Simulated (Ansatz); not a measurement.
Consider the hydrogenolysis of the Sb–Br bond: `[Br][Sb]([Br])[Br]` + H₂ → `[Br][SbH][Br]` + HBr.

Computed with Ansatz on PBE0-D4/def2-TZVP structures; ΔE is electronic, products minus reactants. CCSD(T)/CBS is the MP2 limit (def2-TZVPP, def2-QZVPP) plus CCSD(T) − MP2 in def2-TZVPP, frozen cores. This one scheme is used for every species. Elements past krypton have def2 core potentials. For Br, Sb outer-core shells are correlated without core-valence functions, which leaves a few kJ/mol of doubt a bond. Scalar relativity is left out up to krypton.

| species | CCSD(T)/CBS(def2) energy (Eh) |
| --- | --- |
| `[Br][Sb]([Br])[Br]` | -7960.10025 |
| H₂ | -1.17544 |
| `[Br][SbH][Br]` | -5387.32462 |
| HBr | -2573.91920 |

Question: Work out ΔE.

Answer: ΔE = (-5387.32462) + (-2573.91920) − (-7960.10025) − (-1.17544) = 0.03187 Eh = +83.7 kJ/mol.

Largest T1 diagnostic among the species: 0.010.

From PBE to PBE0 (25 % exact exchange), in def2-TZVPP and without D4, ΔE moves by −7.9 kJ/mol. Leaving LDA and LC-ωPBE aside and taking each functional with its dispersion term where it has one, the values, not all of them listed here, spread over 22.6 kJ/mol, from ωB97X-V to BLYP-D4. LDA lies −4.7 kJ/mol from PBE without D4. The D4 term adds +12.1 kJ/mol with B3LYP and +6.4 kJ/mol with PBE0; it sums over pairs of atoms, weighted by their polarisabilities, and B3LYP, whose exchange is more repulsive, gets the larger term.

B3LYP here is the variant with VWN-RPA as its local correlation; programs differ in this.
